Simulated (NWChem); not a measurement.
C4H4OS; SMILES C(CSC=O)#C

```xyz
10

C      1.1383     2.6261     0.3523
C      0.2369     1.8959     0.0064
C     -0.8309     1.0092    -0.4166
S     -0.8619    -0.5992     0.4556
C      0.5389    -1.3720    -0.3178
O      0.9127    -2.4743    -0.0544
H      1.9360     3.2751     0.6647
H     -0.7875     0.8254    -1.5024
H     -1.8158     1.4574    -0.2117
H      1.0278    -0.7122    -1.0787
```
Atoms are numbered in this order, from 1.

Level: PBE0/def2-SVP (NWChem), optimised geometry, unscaled harmonic frequencies. 

Problem. List the harmonic frequencies with IR intensities, and the thermochemistry.

Solution. 
```tsv
frequency (cm⁻¹)	IR intensity (km/mol)
39	0.8
141	9.8
192	6.0
229	0.9
336	11.6
429	4.2
509	3.5
705	34.8
710	25.6
726	16.9
771	94.2
883	29.1
938	0.4
994	3.1
1181	4.7
1248	13.3
1374	8.8
1420	12.4
1865	406.1
2251	0.1
2941	49.5
3080	2.4
3140	1.3
3488	80.8
```

- zero-point energy = 42.3 kcal/mol
- thermal correction to the enthalpy at 298.15 K (with zero-point energy) = 47.2 kcal/mol
- heat capacity Cv = 22.8 cal/(mol K)
- entropy at 298.15 K and 1 atm (symmetry number 1) = 83.7 cal/(mol K)
- dipole moment = 3.34 D

Rigid rotor and harmonic oscillator; modes under 100 cm⁻¹ make the entropy uncertain.
